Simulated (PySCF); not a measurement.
## A small calculation by hand: entropy of an ideal gas

C2H7Si, SMILES [SiH](C)C, multiplicity 2.

The structure is a stationary point at PBE0-D3(BJ)/def2-SVP. The isomer is the one that the SMILES or the coordinates give; other isomers of the formula were not compared.

PBE0-D3(BJ)/def2-SVP run with PySCF gives the harmonic wavenumbers 142, 155, 201, 497, 603, 649, 680, 737, 852, 861, 893, 1249, 1256, 1419, 1422, 1428, 1434, 2179, 3046, 3046, 3145, 3145, 3169, 3169 cm⁻¹ and the rotational temperatures 0.9020, 0.2838, 0.2343 K. The molar mass is 59.16 g/mol, the symmetry number 1, the spin multiplicity 2.

Task: Work out the entropy at 298.15 K and 1 atm in the rigid-rotor, harmonic-oscillator model.

Result: 
Translation (Sackur–Tetrode at 1 atm): S = R[1.5 ln M + 2.5 ln T − 1.16487] = 159.6 J/(mol K).
Rotation: q = (√π/σ) T^1.5/√(θA θB θC) = 37300, S = R[ln q + 3/2] = 100.0 J/(mol K).
Vibration: with u = 1.4388 ν/T, each mode gives R[u/(e^u − 1) − ln(1 − e^−u)]:
```json
[
 {"ν (cm⁻¹)": "142", "modes": "1", "u": "0.69", "S (J/(mol K))": "11.62"},
 {"ν (cm⁻¹)": "155", "modes": "1", "u": "0.75", "S (J/(mol K))": "10.92"},
 {"ν (cm⁻¹)": "201", "modes": "1", "u": "0.97", "S (J/(mol K))": "8.89"},
 {"ν (cm⁻¹)": "497", "modes": "1", "u": "2.40", "S (J/(mol K))": "2.79"},
 {"ν (cm⁻¹)": "603", "modes": "1", "u": "2.91", "S (J/(mol K))": "1.86"},
 {"ν (cm⁻¹)": "649", "modes": "1", "u": "3.13", "S (J/(mol K))": "1.56"},
 {"ν (cm⁻¹)": "680", "modes": "1", "u": "3.28", "S (J/(mol K))": "1.38"},
 {"ν (cm⁻¹)": "737", "modes": "1", "u": "3.56", "S (J/(mol K))": "1.11"},
 {"ν (cm⁻¹)": "852", "modes": "1", "u": "4.11", "S (J/(mol K))": "0.71"},
 {"ν (cm⁻¹)": "861", "modes": "1", "u": "4.15", "S (J/(mol K))": "0.68"},
 {"ν (cm⁻¹)": "893", "modes": "1", "u": "4.31", "S (J/(mol K))": "0.60"},
 {"ν (cm⁻¹)": "1249", "modes": "1", "u": "6.03", "S (J/(mol K))": "0.14"},
 {"ν (cm⁻¹)": "1256", "modes": "1", "u": "6.06", "S (J/(mol K))": "0.14"},
 {"ν (cm⁻¹)": "1419", "modes": "1", "u": "6.85", "S (J/(mol K))": "0.07"},
 {"ν (cm⁻¹)": "1422", "modes": "1", "u": "6.86", "S (J/(mol K))": "0.07"},
 {"ν (cm⁻¹)": "1428", "modes": "1", "u": "6.89", "S (J/(mol K))": "0.07"},
 {"ν (cm⁻¹)": "1434", "modes": "1", "u": "6.92", "S (J/(mol K))": "0.07"}
]
```
The stiffer modes add less than 0.005 each. Sum 42.7 J/(mol K).
Spin: R ln 2 = 5.8 J/(mol K).
Total 308.0 J/(mol K); the program's own thermochemistry gives 308.1. Translation makes up 52 % and vibration 14 %. Anharmonicity, hindered rotation and orbital degeneracy are left out.
